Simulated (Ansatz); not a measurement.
(GaP)n off: B3LYP-D4/6-31G single points in Ansatz on relaxed structures, gas phase. Each cluster is the lowest isomer that a short search found in that spin, judged at the geometry's level, and lower ones may exist. HOMO and LUMO are taken over both spins. Binding counts from free atoms in the multiplicity of their measured ground term, without zero-point energy. The structures are stationary points that may keep the symmetry of their start.

```csv
species,atoms,state,geometry,HOMO (eV),LUMO (eV),gap (eV),binding per atom (eV),lowest of the spins relaxed,point group (within 0.1 Å)
Ga2P,3,doublet,B3LYP-D4/def2-TZVP,-5.56,-4.14,1.42,1.57,"doublet, of doublet/quartet",Cs
Ga2P3,5,doublet,PBE-D4/def2-SVP,-5.61,-4.02,1.59,1.96,"doublet, of doublet/quartet",–
```

Task: Estimate the rows for GaP2 (doublet, PBE0-D4/def2-TZVP geometry).

Result: 
| species | atoms | state | geometry | HOMO (eV) | LUMO (eV) | gap (eV) | binding per atom (eV) | lowest of the spins relaxed | point group (within 0.1 Å) |
| --- | --- | --- | --- | --- | --- | --- | --- | --- | --- |
| GaP2 | 3 | doublet | PBE0-D4/def2-TZVP | -5.54 | -3.60 | 1.94 | 1.66 | – | C2v |

The gap (eV) runs from 1.42 (Ga2P) to 1.94 (GaP2). The binding per atom (eV) runs from 1.57 (Ga2P) to 1.96 (Ga2P3).
